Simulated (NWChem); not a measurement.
**Plane-wave run on MgS (zincblende type)**

```yaml
crystal:
  lattice:
    - [0.00000, 2.81737, 2.81737]
    - [2.81737, 0.00000, 2.81737]
    - [2.81737, 2.81737, 0.00000]
  atoms:
    - { symbol: S, position: [0.25000, 0.25000, 0.25000] }
    - { symbol: Mg, position: [0.00000, 0.00000, 0.00000] }
```

All runs are NWChem calculations. Origin of the cell: lattice set by a structure generator, not relaxed at this level; this structure type may not be the compound's usual one.

Norm-conserving pseudopotentials with valence charges S 6, Mg 2, fixed occupations, no spin-orbit coupling, density cut at twice the wavefunction cutoff.

Level: LDA (Vosko), Troullier-Martins, cutoff 25 Ha, density from a 4×4×4 mesh. Bands run along Γ–X–U|K–Γ–L–W–X with k in units of the cell's reciprocal vectors.

What gap does the band structure show, and how wide is the group of occupied bands?

It shows a direct gap along this path of 3.20 eV at Γ. The 4 occupied bands reach 11.3 eV below the valence-band top.
